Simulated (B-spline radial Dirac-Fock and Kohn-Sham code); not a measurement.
## EELS cross sections of the Os O3 edge

System: the free osmium atom, [Xe] 4f14 5d6 6s2. Level of theory: the first Born approximation with generalised oscillator strengths from a Dirac-Hartree-Slater potential (longitudinal and transverse terms; continuum final states only, so no white lines or fine structure); an atomic code on a B-spline grid. The edge is taken at 52.50 eV (orbital energy of the model).

Generalised oscillator strength df/dE of the whole subshell in 10⁻³ per eV, against momentum transfer:

```
q (1/a₀)  20 eV above  80 eV above  150 eV above  300 eV above
  0.0400         13.6         2.33          1.34         0.780
  0.0527         13.7         2.33          1.34         0.780
  0.0695         13.8         2.34          1.34         0.780
  0.0916         13.9         2.36          1.34         0.780
   0.121         14.2         2.38          1.34         0.780
   0.159         14.7         2.43          1.35         0.781
   0.210         15.5         2.51          1.35         0.782
   0.277         16.9         2.65          1.36         0.784
   0.365         19.2         2.92          1.38         0.787
   0.481         22.8         3.40          1.41         0.792
   0.634         28.2         4.31          1.47         0.801
   0.836         35.0         6.10          1.62         0.818
    1.10         40.7         9.64          2.01         0.850
    1.45         39.7         16.2          3.11         0.913
    1.91         27.4         24.7          6.36          1.06
    2.52         11.8         24.9          13.8          1.58
    3.33         3.98         12.1          17.6          4.24
    4.39         1.07         3.86          8.23          10.5
    5.78       0.0622        0.467          1.84          5.44
    7.62      0.00736       0.0144        0.0767         0.675
    10.0      0.00397      0.00938        0.0140        0.0323
    13.2      0.00138      0.00326       0.00477       0.00888
    17.5     0.000157     0.000549      0.000872       0.00166
    23.0     2.93e-05     7.92e-05      0.000126      0.000228
    30.3     8.82e-06     2.33e-05      3.66e-05      6.50e-05
    40.0     1.95e-06     4.24e-06      6.63e-06      1.19e-05
```

As q goes to zero the values tend to the optical oscillator strength. At 300 eV above the edge the largest value on this grid is at q = 4.39 per a₀; a free electron at rest would take up the loss of 352 eV at q = 5.09 per a₀, where the Bethe ridge forms once the loss is well above the edge energy.

Values without a named source are computed, but for edge energies of neutral atoms, which are taken from tables.
